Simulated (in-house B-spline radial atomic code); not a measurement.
Radial electron density of Pr⁹⁺, [Kr] 4d10 4f2 5s2. Computed with a B-spline radial code for spherical atoms: scalar-relativistic (X2C) PBEsol, spin-polarised, spherical fractional occupations, Fermi nucleus of rms radius 4.8919 fm.

One-electron X2C: radii and densities carry no picture-change correction, so inner-shell <1/r> comes out high (for 1s by about 2 % at Z = 33, 5 % at 54, 10 % at 75, 30 % at 118) and <r> low.

Columns: r (bohr), 4πr²n(r) (electrons per bohr), bar.

```
0.000623    2.189 #
0.000763    2.987 #
0.000935    4.067 ##
 0.00115    5.546 ##
  0.0014    7.411 ###
 0.00172    9.978 ####
  0.0021    13.21 ######
 0.00258    17.49 ########
 0.00316    22.79 ##########
 0.00387    29.27 #############
 0.00474    36.96 ################
 0.00581     45.7 ####################
 0.00711    54.97 ########################
 0.00871    64.11 ############################
  0.0107    72.07 ###############################
  0.0131    77.31 ##################################
   0.016    78.94 ##################################
  0.0196    76.79 #################################
   0.024    72.16 ###############################
  0.0294    68.15 ##############################
   0.036    68.77 ##############################
  0.0442     76.6 #################################
  0.0541    89.44 #######################################
  0.0663    100.3 ############################################
  0.0812      101 ############################################
  0.0994    90.27 #######################################
   0.122    77.65 ##################################
   0.149    76.02 #################################
   0.183    84.91 #####################################
   0.224    87.19 ######################################
   0.274    70.38 ###############################
   0.336    44.86 ####################
   0.411    32.58 ##############
   0.504    35.81 ################
   0.617    37.88 ################
   0.756    29.41 #############
   0.926    17.03 #######
    1.13     8.53 ####
    1.39    3.978 ##
     1.7    1.628 #
    2.09   0.4387 
    2.55   0.0713 
    3.13 0.005267 
    3.83 0.0001713 
     4.7 1.733e-06
```

On this grid the curve has 4 maxima, near 0.016, 0.0812, 0.224, 0.617 bohr.

The 5s down radial function P(r) = rR(r), positive near the nucleus:

| r (bohr) | P |
| --- | --- |
| 0.000339 | 0.02281 |
| 0.000509 | 0.03133 |
| 0.000763 | 0.04276 |
| 0.00115 | 0.05817 |
| 0.00172 | 0.07782 |
| 0.00258 | 0.1025 |
| 0.00387 | 0.1314 |
| 0.00581 | 0.1609 |
| 0.00871 | 0.1824 |
| 0.0131 | 0.1789 |
| 0.0196 | 0.1264 |
| 0.0294 | 0.003513 |
| 0.0442 | -0.1709 |
| 0.0663 | -0.2806 |
| 0.0994 | -0.1425 |
| 0.149 | 0.2404 |
| 0.224 | 0.3824 |
| 0.336 | -0.1565 |
| 0.504 | -0.5974 |
| 0.756 | 0.1031 |
| 1.13 | 0.9942 |
| 1.7 | 0.7723 |
| 2.55 | 0.1749 |
| 3.83 | 0.008364 |
